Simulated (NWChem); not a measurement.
System: ZnF₂; SMILES [F][Zn][F]

All runs: NWChem. Structure relaxed at the PBE-D3(BJ)/def2-SVP level. B3LYP is NWChem's, with the RPA form of VWN correlation. Field at 589 nm.

Estimate the computed values for B3LYP/aug-cc-pVDZ. Quantities: isotropic polarisability (bohr³); anisotropy (bohr³).


```yaml
isotropic polarisability (bohr³): 21.6
anisotropy (bohr³): 11.5
```
